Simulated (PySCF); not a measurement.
Compound: C7H8NO (doublet state).
Structure used (GFN2-xTB), in Å, numbered top down from 1:
```xyz
17
C7H8NO angstrom
C      4.344   -0.341    0.366
C      3.215   -0.271   -0.033
C      1.887   -0.146   -0.567
O      1.589    0.582   -1.525
N      0.968   -0.877    0.014
C     -0.400   -0.976   -0.279
C     -1.131    0.349   -0.276
C     -1.668    0.936    0.995
C     -2.608    0.374   -0.024
H      5.325   -0.418    0.733
H     -0.817   -1.623    0.504
H     -0.551   -1.498   -1.239
H     -0.708    1.035   -1.002
H     -1.517    0.385    1.912
H     -1.622    2.007    1.121
H     -3.102   -0.561    0.196
H     -3.210    1.055   -0.606
```

The hyperfine couplings belong to this conformer and change with its torsions.

Identity: `C#CC(=O)[N]CC1CC1` [radical].

Level of theory: UKS B3LYP, pcH-1 on C H N O, non-relativistic, mean-field spin-orbit, GIAO in PySCF 2.14.0. The structure is a single GFN2-xTB conformer in the gas phase; no vibrational or solvent corrections. Couplings are sensitive to structure, and on GFN2-xTB geometries they can be far from those on DFT ones.

Q: Count the α and β electrons and give S(S+1).

A: 65 electrons with 2S = 1: 33 α and 32 β; S(S+1) = 0.75.

Mulliken spin populations, one withheld:

| atom | bound to | population |
| --- | --- | --- |
| C1 | C2, H10 | +0.0298 |
| C2 | C1, C3 | -0.0108 |
| C3 | C2, O4, N5 | -0.0431 |
| O4 | C3 | +0.2918 |
| N5 | C3, C6 | ? |
| C6 | N5, C7, H11, H12 | -0.0180 |
| C7 | C6, C8, C9, H13 | +0.0252 |
| C8 | C7, C9, H14, H15 | +0.0011 |
| C9 | C8, C7, H16, H17 | +0.0065 |
| H10 | C1 | -0.0012 |
| H11 | C6 | +0.0370 |
| H12 | C6 | +0.0261 |
| H13 | C7 | -0.0001 |
| H14 | C8 | +0.0011 |
| H15 | C8 | -0.0001 |
| H16 | C9 | 0.0000 |
| H17 | C9 | +0.0005 |

Q: What does N5 hold?

A: The populations add up to Nα − Nβ = 1, and the others sum to 0.3458, so N5 holds +0.654.

Q: Sum the populations by element and by sign.

A: Nitrogen +0.65, oxygen +0.29, hydrogen +0.06, carbon -0.01. The positive populations sum to 1.07, the negative ones to -0.07.

Q: With ⟨S²⟩ = 0.7560, find the sum of squared α–β overlaps and estimate the admixture of higher spin.

A: Σ|⟨iα|jβ⟩|² over occupied orbitals = Nβ − [⟨S²⟩ − S(S+1)] = 32 − 0.0060 = 31.9940. If the quartet state (S + 1) were the only admixture, its weight would be 0.0060/(2S + 2) = 0.20 %. For Kohn–Sham this describes the determinant of the orbitals, not the true wave function.

Q: What Fermi-contact NMR shifts do the couplings of C1, C2, C3, N5, C6, C7, H10 imply at 298 K (Curie law, g = gₑ)?

A: δ = a_FC·h·gₑ μB S(S+1)/(3 g_N μN kT), with k/h = 20836.6 MHz/K:

| nuclei | isotope | a_FC (MHz) | g_N | contact shift (ppm) |
| --- | --- | --- | --- | --- |
| C1 | 13C | 1.65 | 1.4048 | +174 |
| C2 | 13C | -12.31 | 1.4048 | -1297 |
| C3 | 13C | -4.80 | 1.4048 | -506 |
| N5 | 14N | 58.91 | 0.4038 | +21596 |
| C6 | 13C | -4.32 | 1.4048 | -455 |
| C7 | 13C | 1.62 | 1.4048 | +171 |
| H10 | 1H | -2.38 | 5.5857 | -63 |

All at the stated temperature.
